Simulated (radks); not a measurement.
The numbers below are computed, except where a source is named.
Charge is removed step by step from the 5d5/2 level of neutral lead, starting from [Xe] 4f14 5d(3/2: 4, 5/2: 6) 6s2 6p2. Code: a radial shooting solver on a logarithmic mesh with Libxc functionals. Model: Dirac Kohn-Sham, PBE, spin-unpolarised, spherical densities, finite nucleus; open shells fill j = l - 1/2 first; Fermi nuclear charge, rms radius 5.5012 fm.

| removed (e) | E - E(0) (eV) | eigenvalue (eV) | E minus straight line (eV) |
|---|---|---|---|
| 0 | 0.000 | -19.058 | 0.000 |
| 0.25 | 5.121 | -21.936 | -1.136 |
| 0.5 | 10.979 | -24.951 | -1.535 |
| 0.75 | 17.606 | -28.083 | -1.166 |
| 1 | 25.029 | -31.318 | 0.000 |

Removing the whole electron costs 25.029 eV by Delta-SCF, against 19.058 eV from minus the eigenvalue at the starting occupation. Slater's transition state (half an electron removed) gives 24.951 eV. Integrating minus the eigenvalue over the occupation (Janak's theorem) gives 25.029 eV. The mean slope of the eigenvalue, de/dn, is 12.3 eV per electron.
